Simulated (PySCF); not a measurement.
# Computed records: CH6BOSi, BH6N2Si, CH6OSi, CH5AlBO and others

All values are calculated (PySCF 2.14.0). Calculation on a computer-drawn molecule: the log of a Hartree-Fock and frozen-core CCSD(T) single point meant for a local Hartree-Fock minimum, with one planted fault or none, to be diagnosed. Offsets are logged minus clean, where the clean run is the same molecule without the fault. The reference is restricted for singlets and unrestricted otherwise, and also for a bond in bohr or an excited solution. Adding or removing an electron swaps singlet and doublet. The excited solution moves the top pair (singlet) or top alpha electron (doublet) to the lowest empty orbital. Highest occupied and lowest empty are orbital energies over both spins, largest force is the largest gradient component, triples share is (T) over the correlation energy, the T1 limit is 0.02 restricted and 0.045 unrestricted, electrons count all cores, a negative frequency is imaginary (commonest isotopes), and the dipole is about the centre of nuclear charge.

Common to all runs: meant basis cc-pV(D+d)Z; logged SCF converged yes; possible faults no fault, one electron removed, one electron added, multiplicity raised by two, geometry at a saddle point, SCF held on an excited solution, minimal basis STO-3G, one bond length entered in bohr, all coordinates scaled.

```yaml
- entry: 1
  formula: CH6BOSi
  logged_structure:
    atoms_angstrom:
      - [B, 0.6804, -0.661, -0.8317]
      - [C, -0.8271, -0.5836, -1.1677]
      - [O, -1.3624, 0.6798, -1.5306]
      - [Si, -1.293, -1.762, -2.6002]
      - [H, 1.2874, -1.6338, -0.4928]
      - [H, -1.3554, -0.9859, -0.2848]
      - [H, -0.8062, 1.3665, -1.1949]
      - [H, -1.0098, -3.163, -2.2092]
      - [H, -0.5113, -1.428, -3.8124]
      - [H, -2.7336, -1.608, -2.8885]
  given:
    meant_charge: 0
    meant_multiplicity: 2
    logged_electrons: 40
    logged_basis_functions: 95
    logged_spin_squared: 0.0
    "logged_highest_occupied [eV]": 0.076027
    "logged_lowest_empty [eV]": 8.2416
    "logged_largest_force [hartree/bohr]": 0.045401
    logged_T1_diagnostic: 0.015338
    logged_D1_diagnostic: 0.052556
    logged_triples_share: 0.028733
    logged_CC_converged: "yes"
    "logged_dipole_magnitude [debye]": 6.4942
    logged_SCF_stable_within_its_kind: "yes"
    "logged_energy_HF [hartree]": -429.70948
    "logged_energy_CCSD(T) [hartree]": -430.30494
    drawn_bonds_atom: [1, 2, 2, 1, 2, 3, 4, 4, 4]
    drawn_bonds_other_atom: [2, 3, 4, 5, 6, 7, 8, 9, 10]
    drawn_bonds_order: [1, 1, 1, 1, 1, 1, 1, 1, 1]
  results:
    planted_fault: "one electron added"
    "HF_energy_offset_from_clean_run [kcal/mol]": 31.44
    "CCSD(T)_energy_offset_from_clean_run [kcal/mol]": 6.479
  notes: ["highest electron not bound in this basis"]
- entry: 2
  formula: BH6N2Si
  logged_structure:
    atoms_angstrom:
      - ["N", 1.0454, 1.1108, 1.2102]
      - [B, 0.0137, 0.2044, 0.9141]
      - ["N", -0.373, -0.1488, -0.4243]
      - [Si, 0.156, 0.4594, -1.9572]
      - [H, 1.6231, 1.56, 0.5315]
      - [H, 1.3014, 1.3171, 2.1512]
      - [H, -0.5762, -0.3023, 1.8334]
      - [H, -1.1444, -0.7881, -0.4665]
      - [H, 1.5861, 0.8529, -1.8761]
      - [H, -0.0243, -0.5943, -2.9886]
  given:
    meant_charge: 0
    meant_multiplicity: 2
    logged_electrons: 39
    logged_basis_functions: 95
    logged_spin_squared: 0.7539
    "logged_highest_occupied [eV]": -8.2444
    "logged_lowest_empty [eV]": 1.9724
    "logged_largest_force [hartree/bohr]": 2.1274e-05
    "logged_lowest_frequency [cm^-1]": 101.71
    logged_T1_diagnostic: 0.015432
    logged_D1_diagnostic: 0.058961
    logged_triples_share: 0.027084
    logged_CC_converged: "yes"
    "logged_dipole_magnitude [debye]": 0.59368
    logged_SCF_stable_within_its_kind: "yes"
    "logged_energy_HF [hartree]": -426.08646
    "logged_energy_CCSD(T) [hartree]": -426.65602
    drawn_bonds_atom: [1, 2, 3, 1, 1, 2, 3, 4, 4]
    drawn_bonds_other_atom: [2, 3, 4, 5, 6, 7, 8, 9, 10]
    drawn_bonds_order: [1, 1, 1, 1, 1, 1, 1, 1, 1]
  results:
    planted_fault: "no fault"
    "HF_energy_offset_from_clean_run [kcal/mol]": 0.0
    "CCSD(T)_energy_offset_from_clean_run [kcal/mol]": 0.0
- entry: 3
  formula: CH6OSi
  logged_structure:
    atoms_angstrom:
      - [O, 0.3594, -0.723, 2.9569]
      - [C, 0.4908, -1.432, 1.7396]
      - [Si, -0.2921, -0.4895, 0.2897]
      - [H, -0.5506, -0.7109, 3.2136]
      - [H, 0.0811, -2.4464, 1.8209]
      - [H, 1.5619, -1.5507, 1.5647]
      - [H, -1.7213, -0.2327, 0.6015]
      - [H, 0.3902, 0.8083, 0.0873]
      - [H, -0.2066, -1.2912, -0.956]
  given:
    meant_charge: 0
    meant_multiplicity: 1
    logged_electrons: 34
    logged_basis_functions: 81
    logged_spin_squared: 0.0
    "logged_highest_occupied [eV]": -1.6379
    "logged_lowest_empty [eV]": -5.3163
    "logged_largest_force [hartree/bohr]": 0.25131
    logged_CC_converged: "no"
    "logged_dipole_magnitude [debye]": 6.3519
    logged_SCF_stable_within_its_kind: "no"
    "logged_energy_HF [hartree]": -404.41808
    drawn_bonds_atom: [1, 2, 1, 2, 2, 3, 3, 3]
    drawn_bonds_other_atom: [2, 3, 4, 5, 6, 7, 8, 9]
    drawn_bonds_order: [1, 1, 1, 1, 1, 1, 1, 1]
  results:
    planted_fault: "SCF held on an excited solution"
    "HF_energy_offset_from_clean_run [kcal/mol]": 455.1
  notes: ["CCSD not converged"]
- entry: 4
  formula: CH5AlBO
  logged_structure:
    atoms_angstrom:
      - [C, -0.3149, -0.3242, 2.5637]
      - [O, 0.575, -1.3767, 2.8055]
      - [B, 1.126, -2.1744, 1.8721]
      - [Al, 0.9604, -2.0363, -0.2984]
      - [H, -1.2873, -0.5655, 2.9931]
      - [H, 0.0649, 0.579, 3.0403]
      - [H, -0.4388, -0.1317, 1.4942]
      - [H, 1.8561, -3.0281, 2.3229]
      - [H, -0.0605, -2.9368, -1.1352]
  given:
    meant_charge: 0
    meant_multiplicity: 2
    logged_electrons: 38
    logged_basis_functions: 90
    logged_spin_squared: 0.0
    "logged_highest_occupied [eV]": -0.12282
    "logged_lowest_empty [eV]": 6.2475
    "logged_largest_force [hartree/bohr]": 0.033227
    logged_T1_diagnostic: 0.018894
    logged_D1_diagnostic: 0.07139
    logged_triples_share: 0.029226
    logged_CC_converged: "yes"
    "logged_dipole_magnitude [debye]": 8.3528
    logged_SCF_stable_within_its_kind: "yes"
    "logged_energy_HF [hartree]": -382.20085
    "logged_energy_CCSD(T) [hartree]": -382.7512
    drawn_bonds_atom: [1, 2, 3, 1, 1, 1, 3, 4]
    drawn_bonds_other_atom: [2, 3, 4, 5, 6, 7, 8, 9]
    drawn_bonds_order: [1, 1, 1, 1, 1, 1, 1, 1]
  results:
    planted_fault: "one electron added"
    "HF_energy_offset_from_clean_run [kcal/mol]": 13.86
    "CCSD(T)_energy_offset_from_clean_run [kcal/mol]": -6.241
- entry: 5
  formula: CH4Al2B
  logged_structure:
    atoms_angstrom:
      - [C, -0.2219, 0.0953, 0.7484]
      - [B, -1.2365, 0.419, -0.0415]
      - [Al, -2.7299, 0.8326, -1.2459]
      - [Al, -3.1387, -1.0378, -2.9794]
      - [H, 0.099, 0.7169, 1.512]
      - [H, 0.3051, -0.7902, 0.6494]
      - [H, -3.7019, 1.9395, -1.4356]
      - [H, -3.3852, -2.1112, -3.9828]
  given:
    meant_charge: 1
    meant_multiplicity: 1
    logged_electrons: 40
    logged_basis_functions: 94
    logged_spin_squared: 0.0
    "logged_highest_occupied [eV]": -12.999
    "logged_lowest_empty [eV]": -5.1126
    "logged_largest_force [hartree/bohr]": 0.03741
    logged_T1_diagnostic: 0.016601
    logged_D1_diagnostic: 0.039156
    logged_triples_share: 0.033206
    logged_CC_converged: "yes"
    "logged_dipole_magnitude [debye]": 5.2835
    logged_SCF_stable_within_its_kind: "yes"
    "logged_energy_HF [hartree]": -548.38393
    "logged_energy_CCSD(T) [hartree]": -548.7474
    drawn_bonds_atom: [1, 2, 3, 1, 1, 3, 4]
    drawn_bonds_other_atom: [2, 3, 4, 5, 6, 7, 8]
    drawn_bonds_order: [2, 1, 1, 1, 1, 1, 1]
  results:
    planted_fault: "all coordinates scaled, by -4.7 %"
    "HF_energy_offset_from_clean_run [kcal/mol]": 10.48
    "CCSD(T)_energy_offset_from_clean_run [kcal/mol]": 13.4
- entry: 6
  formula: H3NOSi2
  logged_structure:
    atoms_angstrom:
      - ["N", 1.1666, 0.2127, -0.2741]
      - [Si, -0.0522, -0.3932, 0.7084]
      - [O, 0.3484, -2.2897, 2.7855]
      - [Si, -2.2498, 0.4742, 0.3644]
      - [H, 1.0369, 0.8863, -1.0029]
      - [H, 2.1201, -0.0876, -0.1857]
      - [H, -2.5732, -0.6568, -0.5884]
  given:
    meant_charge: 0
    meant_multiplicity: 1
    logged_electrons: 46
    logged_basis_functions: 89
    logged_spin_squared: 1.7704
    "logged_highest_occupied [eV]": -7.4623
    "logged_lowest_empty [eV]": 0.77931
    "logged_largest_force [hartree/bohr]": 0.0094547
    logged_T1_diagnostic: 0.050652
    logged_D1_diagnostic: 0.21078
    logged_triples_share: 0.041432
    logged_CC_converged: "yes"
    "logged_dipole_magnitude [debye]": 3.824
    logged_SCF_stable_within_its_kind: "yes"
    "logged_energy_HF [hartree]": -708.75372
    "logged_energy_CCSD(T) [hartree]": -709.28232
    drawn_bonds_atom: [1, 2, 2, 1, 1, 4]
    drawn_bonds_other_atom: [2, 3, 4, 5, 6, 7]
    drawn_bonds_order: [1, 2, 1, 1, 1, 1]
  results:
    planted_fault: "one bond length entered in bohr, row 2 of the drawn bonds"
    "HF_energy_offset_from_clean_run [kcal/mol]": 98.58
    "CCSD(T)_energy_offset_from_clean_run [kcal/mol]": 129.4
  notes: ["T1 above single-reference limit"]
```
